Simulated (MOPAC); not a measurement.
A run for MOPAC: PM7 on H3N2P (a complex).

```
PM7 1SCF PRECISE CHARGE=0 THREADS=1
H3N2P

N     -0.47407844 1     0.52883597 1    -0.25862598 1
N      0.54419226 1     0.13944552 1    -0.29480866 1
P      0.18285659 1    -0.21928081 1     3.73000697 1
H     -0.80319020 1    -0.83555997 1     2.91737809 1
H     -0.02267637 1     1.05992488 1     3.15221420 1
H      1.23785637 1    -0.54326857 1     2.83877250 1
```

Program output:

```
*******************************************************************************
 **                                                                           **
 **                              MOPAC v23.2.5                                **
 **                                                                           **
 *******************************************************************************
 ** MOPAC's Digital Object Identifier: https://doi.org/10.5281/zenodo.6511958 **
 **                                                                           **
 ** Please cite the open-source release paper for use of this MOPAC version:  **
 ** J. E. Moussa and J. J. P. Stewart (2026)                                  **
 ** MOPAC: An open-source semiempirical molecular orbital program             **
 ** J. Open Source Softw., 11(119), 8025, https://doi.org/10.21105/joss.08025 **
 *******************************************************************************

                              PM7 CALCULATION RESULTS

 *******************************************************************************
 *  PM7        - The PM7 Hamiltonian to be used
 *
 *
 *
 *                 CHARGE ON SYSTEM = 0
 *
 *
 *
 *  PRECISE    - TIGHTER CRITERIA TO BE USED
 *  1SCF       - DO 1 SCF AND THEN STOP
 *  THREADS=1  - MULTI-THREADING NOT USED
 *  T=         - A TIME OF 172800.0 SECONDS REQUESTED
 *  DUMP=N     - RESTART FILE WRITTEN EVERY 7200.0 SECONDS REQUESTED
 *******************************************************************************
PM7 1SCF PRECISE CHARGE=0 THREADS=1
 H3N2P

   ATOM   CHEMICAL          X               Y               Z
  NUMBER   SYMBOL      (ANGSTROMS)     (ANGSTROMS)     (ANGSTROMS)

     1       N         -0.47407844  *   0.52883597  *  -0.25862598  *
     2       N          0.54419226  *   0.13944552  *  -0.29480866  *
     3       P          0.18285659  *  -0.21928081  *   3.73000697  *
     4       H         -0.80319020  *  -0.83555997  *   2.91737809  *
     5       H         -0.02267637  *   1.05992488  *   3.15221420  *
     6       H          1.23785637  *  -0.54326857  *   2.83877250  *



          CARTESIAN COORDINATES

    NO.       ATOM           X           Y           Z

     1         N         -0.4741      0.5288     -0.2586
     2         N          0.5442      0.1394     -0.2948
     3         P          0.1829     -0.2193      3.7300
     4         H         -0.8032     -0.8356      2.9174
     5         H         -0.0227      1.0599      3.1522
     6         H          1.2379     -0.5433      2.8388

 General Reference for PM7:
 "Optimization of Parameters for Semiempirical Methods VI: More Modifications to the
 NDDO Approximations and Re-optimization of Parameters", J. J. P. Stewart, J. Mol. Mod., 1:32, 19 (2013)
 https://link.springer.com/article/10.1007/s00894-012-1667-x

           Empirical Formula: H3 N2 P  =     6 atoms



      MOLECULAR POINT GROUP   :   Cs


      RHF CALCULATION, NO. OF DOUBLY OCCUPIED LEVELS = 9


 -------------------------------------------------------------------------------
 PM7 1SCF PRECISE CHARGE=0 THREADS=1
 H3N2P



     1SCF WAS SPECIFIED, SO BFGS WAS NOT USED
     SCF FIELD WAS ACHIEVED


                              PM7 CALCULATION
                                                       MOPAC v23.2.5 Linux




          FINAL HEAT OF FORMATION =         40.34676 KCAL/MOL =     168.81084 KJ/MOL


          COSMO AREA              =        108.72 SQUARE ANGSTROMS
          COSMO VOLUME            =         88.48 CUBIC ANGSTROMS

          IONIZATION POTENTIAL    =         11.908936 EV
          HOMO LUMO ENERGIES (EV) =        -11.909 -0.394
          NO. OF FILLED LEVELS    =          9
          MOLECULAR WEIGHT        =         62.0109         POINT GROUP:  Cs

          MOLECULAR DIMENSIONS (Angstroms)

            Atom       Atom       Distance
            P     3    N     1     4.11101
            H     5    H     4     2.06329
            H     6    H     4     1.77650


          SCF CALCULATIONS        =          1





   ATOM   CHEMICAL          X               Y               Z
  NUMBER   SYMBOL      (ANGSTROMS)     (ANGSTROMS)     (ANGSTROMS)

     1       N         -0.47407844  *   0.52883597  *  -0.25862598  *
     2       N          0.54419226  *   0.13944552  *  -0.29480866  *
     3       P          0.18285659  *  -0.21928081  *   3.73000697  *
     4       H         -0.80319020  *  -0.83555997  *   2.91737809  *
     5       H         -0.02267637  *   1.05992488  *   3.15221420  *
     6       H          1.23785637  *  -0.54326857  *   2.83877250  *

                             CARTESIAN COORDINATES

   1    N       -0.474078440     0.528835970    -0.258625980
   2    N        0.544192260     0.139445520    -0.294808660
   3    P        0.182856590    -0.219280810     3.730006970
   4    H       -0.803190200    -0.835559970     2.917378090
   5    H       -0.022676370     1.059924880     3.152214200
   6    H        1.237856370    -0.543268570     2.838772500


           Empirical Formula: H3 N2 P  =     6 atoms



      MOLECULAR POINT GROUP   :   Cs


                  EIGENVALUES
 -48.70742 -43.68400 -22.37263 -17.29985 -17.26645 -16.13977 -16.12999 -13.97177
 -11.90894  -0.39354  -0.37085   0.90698   0.92165   3.26182   4.18625  99.53502
  99.53849  99.58923 100.57149 100.57261


              NET ATOMIC CHARGES AND DIPOLE CONTRIBUTIONS

  ATOM NO.   TYPE          CHARGE      No. of ELECS.   s-Pop       p-Pop       d-Pop
    1          N           0.002455        4.9975     1.82641     3.17113
    2          N          -0.002270        5.0023     1.82637     3.17590
    3          P          -0.455074        5.4551     1.79242     3.63736     0.02529
    4          H           0.151030        0.8490     0.84897
    5          H           0.150991        0.8490     0.84901
    6          H           0.152869        0.8471     0.84713
 DIPOLE           X         Y         Z       TOTAL
 POINT-CHG.    -0.101     0.248    -1.666     1.687
 HYBRID        -0.032     0.083    -0.563     0.570
 SUM           -0.133     0.331    -2.229     2.257


          ATOMIC ORBITAL ELECTRON POPULATIONS

     Atom    s        px        py        pz      x^2-y^2     xz        z^2       yz        xy
    1  N   1.82641   1.15074   1.02118   0.99921
    2  N   1.82637   1.15172   1.02309   1.00110
    3  P   1.79242   1.05775   1.06543   1.51418   0.00601   0.00959   0.00077   0.00551   0.00340
    4  H   0.84897
    5  H   0.84901
    6  H   0.84713

 **********************
 *                    *
 * JOB ENDED NORMALLY *
 *                    *
 **********************




 == MOPAC DONE ==
```

The run finished.

Cost: about 0.07 core-seconds (a rough figure).
